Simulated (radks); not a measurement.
Spin polarisation of the 2p4 shell in neutral oxygen. Start: [He] 2s2 2p(up 2, down 2); electrons of 2p are moved from spin down to spin up, other shells keep equal spins. Calculated with a radial shooting solver on a logarithmic mesh with Libxc functionals: scalar-relativistic Kohn-Sham, PBEsol, spin-polarised, spherical densities, finite nucleus; Fermi nuclear charge, rms radius of each element as measured or else 0.836 A^(1/3) + 0.57 fm.

| moment (Bohr magnetons) | E - E(0) (eV) | e(2p up) (eV) | e(2p down) (eV) | 2s down minus up (eV) | 1s down minus up (eV) |
|---|---|---|---|---|---|
| 0 | 0.000 | -8.974 | -8.974 | 0.000 | 0.000 |
| 0.5 | -0.096 | -9.338 | -8.570 | 0.800 | 0.325 |
| 1 | -0.384 | -9.660 | -8.124 | 1.603 | 0.649 |
| 1.5 | -0.864 | -9.942 | -7.635 | 2.412 | 0.971 |
| 2 | -1.538 | -10.180 | -7.099 | 3.230 | 1.289 |

At moment 2 the spin-polarisation energy is -1.538 eV and the 2p exchange splitting 3.081 eV, that is 1.541 eV per Bohr magneton; E = -I m^2/4 would give I = 1.538 eV.
